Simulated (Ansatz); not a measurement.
Gas-phase electronic energies from Ansatz, PBE0-D4/def2-TZVP geometries. CCSD(T)/CBS adds triple-zeta CCSD(T) − MP2 to the extrapolated MP2 energy (def2 sets, frozen cores). This one scheme is used for every species. DFT in def2-TZVPP. Each species was taken in one conformer, which may not be the lowest.

`O[SiH2][SiH](F)Cl` + H₂ → `O[SiH2][SiH2]F` + HCl  (hydrogenolysis of the Si–Cl bond)

Is it downhill or uphill in electronic energy at CCSD(T)/CBS, and by how much? (Estimate.)

Ansatz gave: Uphill: ΔE = +89.0 kJ/mol.

What do these levels give: ωB97X-V, ωB97M-V, r2SCAN, SCS-MP2/def2-TZVPP, SCS-MP2/def2-QZVPP, HF/CBS(def2)? (An estimate is asked.)

Computed: ωB97X-V 87.2, ωB97M-V 91.3, r2SCAN 95.3, SCS-MP2/def2-TZVPP 85.4, SCS-MP2/def2-QZVPP 89.0, HF/CBS(def2) 70.5 kJ/mol.

Largest T1 diagnostic among the species: 0.012.

In def2-TZVPP, CCSD(T) changes the Hartree–Fock value by +12.5 kJ/mol (the triples alone add +4.6 kJ/mol) and MP2 by +22.3 kJ/mol. The D4 term adds +9.7 kJ/mol with B3LYP and +5.2 kJ/mol with PBE0; it sums over pairs of atoms, weighted by their polarisabilities, and B3LYP, whose exchange is more repulsive, gets the larger term.

B3LYP here is the variant with VWN-RPA as its local correlation; programs differ in this.
